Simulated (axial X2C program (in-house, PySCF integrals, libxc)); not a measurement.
## Worked dissociation energy of SnTe⁻: PBE0, spin-free

Computed with an in-house all-electron X2C program for linear molecules (integrals from PySCF). Spin-free means the one-electron spin-free X2C Hamiltonian. Basis: Te dyall-acv3z [12s13p9d5f1g], Sn dyall-acv3z [12s13p10d5f1g] (cores contracted in-house); Gaussian nuclei, density fitting, unrestricted open shells. Masses: Te 129.906 u, Sn 119.902 u.

Molecular state: M_S = 1/2, Λ = 1 (beyond evenly filled blocks: π+α).

* E(Te-) (2M_S = 1, M_L = 0): -6793.516170 hartree
* E(Sn) (2M_S = 2, M_L = 0): -6176.214469 hartree
* E(SnTe⁻) at Re: -12969.844912 hartree
* ωe: 217.1 cm⁻¹
* ωexe: 0.387 cm⁻¹

(1) Work out De and D0.

Occupations by symmetry block were frozen at the best pattern of an incomplete PBE0 search. De is counted from the lowest determinant-based energies of the atoms at the same level, without counterpoise correction. Without a current term, density functionals place determinants with orbital angular momentum somewhat too high. The highest occupied level of some functionals is positive through self-interaction error; at Hartree–Fock it is bound. The determinant is spin-polarised beyond a pure state at some levels (its spin-free form has ⟨S²⟩ too high), which makes Re and μ there less reliable. Spin-free De lacks the spin–orbit lowering of the heavy p-block atom, a tenth of an eV or more for 4p and 5p, up to an eV for 6p and one to two eV for 7p atoms, less what an open-shell molecule gains itself.

Each atomic determinant is the lowest at this level and need not be a pure term. Totals compare only within one Hamiltonian and basis.

## Answers

(1) De = -6793.516170 + (-6176.214469) − (-12969.844912) = 0.11427 hartree = 3.110 eV. The zero-point energy is ωe/2 − ωexe/4 = 108 cm⁻¹ = 0.013 eV, so D0 = 3.096 eV.
